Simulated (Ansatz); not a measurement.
A short molecular-dynamics run on cyclo-(SnH2)3 (Sn3H6).

```yaml
crystal:
  periodic: [false, false, false]
  atoms:
    - {symbol: Sn, position_ang: [-1.443265, 0.159888, 0.725307]}
    - {symbol: H, position_ang: [-2.609224, -1.090048, 0.863429]}
    - {symbol: H, position_ang: [-1.977409, 1.572723, 1.537432]}
    - {symbol: Sn, position_ang: [0.161859, 0.360265, -1.574630]}
    - {symbol: H, position_ang: [0.529757, 1.919290, -2.186892]}
    - {symbol: H, position_ang: [-0.102495, -0.743989, -2.859770]}
    - {symbol: Sn, position_ang: [1.282395, -0.520149, 0.849475]}
    - {symbol: H, position_ang: [2.395557, 0.502642, 1.659120]}
    - {symbol: H, position_ang: [1.762816, -2.160623, 0.986520]}
basis:
  gaussian: {orbitals: def2-SVP}
hamiltonian: {xc: {name: PBE}}
md: {timestep: 2 fs, n_steps: 15, ensemble: nve, temperature: 300, initial_velocities: maxwell_boltzmann, seed: 490}
scf: {omitted_lower_state_checks: [starts]}
```

```sh
$ ansatz run in.yaml --threads 4 --pin off --events-out ev --progress --plain --max-ram 3916MiB
```

```csv
step,time (fs),potential energy (eV),kinetic (eV),T (K),conserved (eV)
0,0.0,-17590.1993,0.2714,300,-17589.9278
1,2.0,-17590.1515,0.2296,254,-17589.9219
2,4.0,-17590.1154,0.1976,218,-17589.9178
3,6.0,-17590.1450,0.2206,244,-17589.9244
4,8.0,-17590.1555,0.2292,253,-17589.9263
5,10.0,-17590.1120,0.1894,209,-17589.9226
6,12.0,-17590.0635,0.1440,159,-17589.9195
7,14.0,-17590.0589,0.1398,155,-17589.9191
8,16.0,-17590.1007,0.1773,196,-17589.9234
9,18.0,-17590.1250,0.1973,218,-17589.9277
10,20.0,-17590.0800,0.1577,174,-17589.9223
11,22.0,-17590.0445,0.1276,141,-17589.9169
12,24.0,-17590.0874,0.1635,181,-17589.9239
13,26.0,-17590.1191,0.1920,212,-17589.9270
14,28.0,-17590.0859,0.1626,180,-17589.9234
15,30.0,-17590.0353,0.1156,128,-17589.9196
```

Velocities are drawn at the set temperature; a run this short doesn't reach equilibrium.

In the def2 sets Sn takes a core potential; there is no spin–orbit coupling.

Frames (Å, forces in eV/Å):

```xyz
9
time=0.0 fs
Sn   -1.443    0.160    0.725   -0.056    0.011    0.008
H    -2.609   -1.090    0.863   -0.166   -0.158    0.029
H    -1.977    1.573    1.537   -0.085    0.180    0.115
Sn    0.162    0.360   -1.575    0.022    0.006   -0.051
H     0.530    1.919   -2.187    0.048    0.203   -0.099
H    -0.102   -0.744   -2.860   -0.034   -0.134   -0.185
Sn    1.282   -0.520    0.849    0.031   -0.016    0.044
H     2.396    0.503    1.659    0.161    0.123    0.113
H     1.763   -2.161    0.987    0.080   -0.215    0.026
9
time=2.0 fs
Sn   -1.444    0.159    0.725    0.140    0.624    0.120
H    -2.598   -1.056    0.892   -0.473   -0.456    0.082
H    -1.966    1.632    1.508    0.041   -0.169   -0.053
Sn    0.160    0.361   -1.577    0.155    0.526    0.600
H     0.482    1.940   -2.166    0.051    0.162   -0.099
H    -0.045   -0.729   -2.810   -0.156   -0.646   -0.810
Sn    1.284   -0.521    0.852    0.101   -0.219    0.018
H     2.420    0.480    1.654    0.165    0.142    0.136
H     1.782   -2.181    0.961   -0.022    0.035    0.004
9
time=4.0 fs
Sn   -1.444    0.159    0.724    0.123    0.900    0.197
H    -2.604   -1.039    0.923   -0.537   -0.492    0.110
H    -1.952    1.685    1.477    0.121   -0.437   -0.154
Sn    0.159    0.362   -1.579    0.199    0.779    0.781
H     0.436    1.968   -2.148    0.038    0.021   -0.078
H     0.007   -0.740   -2.790   -0.173   -0.782   -1.001
Sn    1.285   -0.522    0.855    0.260   -0.323    0.051
H     2.450    0.462    1.654    0.083    0.085    0.100
H     1.801   -2.200    0.936   -0.113    0.251   -0.005
9
time=6.0 fs
Sn   -1.444    0.159    0.723   -0.137    0.722    0.240
H    -2.631   -1.041    0.958   -0.307   -0.234    0.084
H    -1.935    1.720    1.439    0.136   -0.540   -0.163
Sn    0.158    0.363   -1.580    0.173    0.507    0.356
H     0.391    1.996   -2.134    0.027   -0.143   -0.064
H     0.052   -0.780   -2.809   -0.121   -0.362   -0.588
Sn    1.286   -0.523    0.857    0.443   -0.291    0.107
H     2.484    0.448    1.658   -0.048   -0.010    0.031
H     1.816   -2.210    0.910   -0.168    0.351   -0.003
9
time=8.0 fs
Sn   -1.445    0.159    0.723   -0.458    0.263    0.238
H    -2.670   -1.053    0.997    0.043    0.125    0.018
H    -1.911    1.736    1.396    0.094   -0.456   -0.087
Sn    0.156    0.364   -1.582    0.156    0.013   -0.233
H     0.348    2.018   -2.122    0.028   -0.255   -0.068
H     0.092   -0.834   -2.851   -0.087    0.233    0.008
Sn    1.288   -0.524    0.860    0.572   -0.139    0.150
H     2.516    0.434    1.663   -0.171   -0.090   -0.032
H     1.824   -2.206    0.885   -0.177    0.307    0.005
9
time=10.0 fs
Sn   -1.445    0.159    0.722   -0.657   -0.274    0.176
H    -2.707   -1.059    1.037    0.325    0.394   -0.050
H    -1.885    1.733    1.349    0.012   -0.201    0.049
Sn    0.155    0.365   -1.584    0.164   -0.395   -0.623
H     0.306    2.031   -2.113    0.041   -0.282   -0.087
H     0.129   -0.879   -2.893   -0.092    0.656    0.431
Sn    1.289   -0.525    0.862    0.591    0.096    0.155
H     2.541    0.416    1.667   -0.241   -0.122   -0.061
H     1.825   -2.190    0.859   -0.142    0.129    0.009
9
time=12.0 fs
Sn   -1.446    0.160    0.722   -0.674   -0.746    0.067
H    -2.732   -1.050    1.074    0.458    0.504   -0.096
H    -1.858    1.724    1.304   -0.081    0.148    0.201
Sn    0.154    0.366   -1.586    0.184   -0.645   -0.748
H     0.265    2.033   -2.107    0.059   -0.227   -0.116
H     0.163   -0.899   -2.917   -0.118    0.833    0.615
Sn    1.291   -0.526    0.865    0.489    0.356    0.117
H     2.557    0.393    1.669   -0.237   -0.096   -0.045
H     1.820   -2.170    0.834   -0.079   -0.128    0.005
9
time=14.0 fs
Sn   -1.447    0.159    0.722   -0.540   -0.977   -0.039
H    -2.739   -1.022    1.108    0.422    0.447   -0.102
H    -1.834    1.719    1.267   -0.138    0.422    0.305
Sn    0.153    0.367   -1.588    0.202   -0.729   -0.640
H     0.226    2.026   -2.105    0.076   -0.112   -0.147
H     0.192   -0.887   -2.919   -0.145    0.784    0.578
Sn    1.293   -0.527    0.868    0.304    0.538    0.041
H     2.564    0.367    1.669   -0.159   -0.021    0.011
H     1.813   -2.154    0.810   -0.022   -0.353   -0.007
9
time=16.0 fs
Sn   -1.448    0.159    0.721   -0.297   -0.797   -0.100
H    -2.730   -0.977    1.138    0.212    0.234   -0.055
H    -1.815    1.731    1.241   -0.121    0.440    0.305
Sn    0.152    0.368   -1.590    0.209   -0.594   -0.304
H     0.190    2.016   -2.110    0.089    0.019   -0.166
H     0.215   -0.845   -2.898   -0.160    0.500    0.307
Sn    1.296   -0.528    0.870    0.110    0.539   -0.061
H     2.565    0.340    1.669   -0.032    0.076    0.092
H     1.805   -2.152    0.785   -0.010   -0.418   -0.017
9
time=18.0 fs
Sn   -1.449    0.158    0.721    0.019   -0.244   -0.129
H    -2.713   -0.923    1.166   -0.135   -0.087    0.048
H    -1.801    1.760    1.227   -0.042    0.192    0.215
Sn    0.151    0.369   -1.592    0.194   -0.185    0.260
H     0.158    2.005   -2.120    0.095    0.117   -0.159
H     0.232   -0.783   -2.865   -0.148   -0.023   -0.219
Sn    1.298   -0.529    0.873   -0.022    0.355   -0.165
H     2.565    0.316    1.673    0.089    0.153    0.161
H     1.797   -2.166    0.759   -0.050   -0.278   -0.012
9
time=20.0 fs
Sn   -1.451    0.158    0.720    0.304    0.377   -0.142
H    -2.702   -0.872    1.196   -0.473   -0.378    0.165
H    -1.788    1.796    1.221    0.048   -0.149    0.099
Sn    0.150    0.369   -1.595    0.160    0.370    0.881
H     0.130    2.000   -2.137    0.097    0.145   -0.121
H     0.244   -0.723   -2.841   -0.112   -0.618   -0.840
Sn    1.300   -0.529    0.876   -0.056    0.105   -0.235
H     2.568    0.297    1.683    0.143    0.169    0.182
H     1.786   -2.190    0.733   -0.111   -0.021    0.012
9
time=22.0 fs
Sn   -1.452    0.157    0.720    0.358    0.702   -0.099
H    -2.708   -0.836    1.232   -0.566   -0.452    0.203
H    -1.774    1.827    1.219    0.106   -0.403    0.013
Sn    0.149    0.370   -1.597    0.147    0.643    1.082
H     0.105    1.999   -2.158    0.096    0.098   -0.065
H     0.252   -0.686   -2.849   -0.090   -0.847   -1.074
Sn    1.302   -0.530    0.878   -0.001   -0.075   -0.243
H     2.577    0.285    1.700    0.102    0.114    0.138
H     1.772   -2.215    0.707   -0.152    0.220    0.044
9
time=24.0 fs
Sn   -1.453    0.157    0.719    0.111    0.611    0.037
H    -2.736   -0.817    1.276   -0.331   -0.270    0.109
H    -1.756    1.842    1.218    0.120   -0.489   -0.022
Sn    0.148    0.370   -1.598    0.185    0.407    0.600
H     0.083    2.003   -2.181    0.095    0.008   -0.007
H     0.256   -0.682   -2.898   -0.116   -0.512   -0.644
Sn    1.304   -0.530    0.881    0.091   -0.124   -0.195
H     2.589    0.278    1.722   -0.002    0.017    0.048
H     1.751   -2.232    0.683   -0.153    0.352    0.073
9
time=26.0 fs
Sn   -1.454    0.157    0.719   -0.252    0.252    0.203
H    -2.776   -0.809    1.324    0.053    0.007   -0.061
H    -1.733    1.838    1.216    0.096   -0.394   -0.004
Sn    0.147    0.371   -1.600    0.237   -0.017   -0.151
H     0.066    2.007   -2.205    0.094   -0.080    0.044
H     0.255   -0.698   -2.972   -0.154    0.012    0.052
Sn    1.306   -0.531    0.883    0.150   -0.043   -0.119
H     2.602    0.271    1.746   -0.112   -0.079   -0.048
H     1.725   -2.235    0.661   -0.112    0.341    0.085
9
time=28.0 fs
Sn   -1.455    0.156    0.718   -0.518   -0.188    0.311
H    -2.815   -0.800    1.369    0.376    0.216   -0.219
H    -1.706    1.819    1.213    0.049   -0.144    0.056
Sn    0.146    0.372   -1.601    0.262   -0.324   -0.726
H     0.052    2.008   -2.228    0.093   -0.130    0.084
H     0.249   -0.713   -3.044   -0.171    0.380    0.586
Sn    1.309   -0.531    0.886    0.126    0.137   -0.050
H     2.610    0.261    1.768   -0.177   -0.139   -0.117
H     1.694   -2.226    0.643   -0.040    0.191    0.075
9
time=30.0 fs
Sn   -1.456    0.156    0.718   -0.603   -0.570    0.326
H    -2.839   -0.782    1.406    0.540    0.300   -0.313
H    -1.678    1.795    1.213   -0.001    0.178    0.137
Sn    0.146    0.373   -1.603    0.260   -0.472   -1.002
H     0.041    2.003   -2.247    0.090   -0.124    0.110
H     0.236   -0.713   -3.093   -0.163    0.528    0.853
Sn    1.311   -0.532    0.888    0.005    0.360   -0.017
H     2.611    0.246    1.786   -0.173   -0.147   -0.138
H     1.662   -2.209    0.628    0.045   -0.052    0.045
```

Run time 31 s (4 threads of Arm Neoverse N1 on a shared host).
